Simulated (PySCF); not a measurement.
Ionisation energy of Mo¹⁴⁺ by level of theory

Mo¹⁴⁺ [Ar] 3d10 → Mo¹⁵⁺ [Ar] 3d9 [3d3/2^4 3d5/2^5, M_J = 5/2], as a difference of total energies. Computed with PySCF 2.14 in an uncontracted even-tempered set (17 s from 1.2 bohr⁻², ratio 2.8; 13 p from 1.5 bohr⁻², ratio 2.8; 8 d from 1.5 bohr⁻², ratio 2.8; 4 f from 8.7 bohr⁻², ratio 3), with the two-component X2C-1e Hamiltonian. Correlated levels: [Ne] frozen; the 76 highest virtual spinors dropped. "Screened" scales the spin-orbit matrix elements by Boettger's factors to mimic the two-electron term; Breit and QED terms are absent.

```csv
method,ionisation energy (eV)
GHF (spin-free),543.47
GMP2 (spin-free),545.06
GHF (screened spin-orbit),542.05
GMP2 (screened spin-orbit),543.65
```

Task: How much does correlation contribute at GMP2 (screened spin-orbit)?

Result: 543.65 − (542.05) = 1.60 eV, measured against GHF (screened spin-orbit).

Breit and QED terms and the two-electron picture change are absent.

The spin-free rows lack the spin-orbit shift.

For comparison: 544 ± 0.5 eV (semi-empirical (NIST evaluation); NIST Atomic Spectra Database, ionization energies).
